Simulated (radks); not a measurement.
Results of a calculation; reference values are marked as such.
The tellurium anion Te2-, [Xe], held by a Watson sphere: a shell of charge +2 at radius R that stands for the Madelung well of a crystal (potential energy -2/R inside, -2/r outside, in hartree with lengths in bohr). Level of theory: scalar-relativistic Kohn-Sham, LDA (Slater exchange, VWN5 correlation), spin-polarised, spherical densities, finite nucleus; Fermi nuclear charge, rms radius of each element as measured or else 0.836 A^(1/3) + 0.57 fm (a radial shooting solver on a logarithmic mesh with Libxc functionals). Response by self-consistent Sternheimer equations with the Hartree and adiabatic LDA kernel, the relativistic mass of each level held fixed and spin-orbit coupling left out. The sphere does not respond.

R (bohr)  e(4d) (eV)  e(5s) (eV)  e(5p) (eV)  <r> 5p (bohr)  sum of <r^2> (bohr^2)  X-ray form factor at sin(theta)/lambda = 0.2 1/angstrom  alpha (bohr^3)
2.94         -40.196     -15.409      -6.792          2.739                  81.62                                                   41.581           52.44
3.64         -39.381     -14.123      -5.766          2.903                  88.94                                                   41.517           72.90
3.88         -39.140     -13.752      -5.430          2.954                  91.32                                                   41.514           81.49
4.32         -38.723     -13.148      -4.850          3.038                  95.51                                                   41.518           99.51
5.09         -38.063     -12.282      -3.966          3.164                  102.4                                                   41.539           139.1
5.16         -38.008     -12.213      -3.893          3.174                  103.0                                                   41.541           143.3
5.38         -37.838     -12.006      -3.674          3.206                  104.8                                                   41.546           157.2
5.63         -37.654     -11.787      -3.440          3.240                  106.9                                                   41.552           174.5
5.85         -37.500     -11.607      -3.247          3.269                  108.8                                                   41.556           191.1
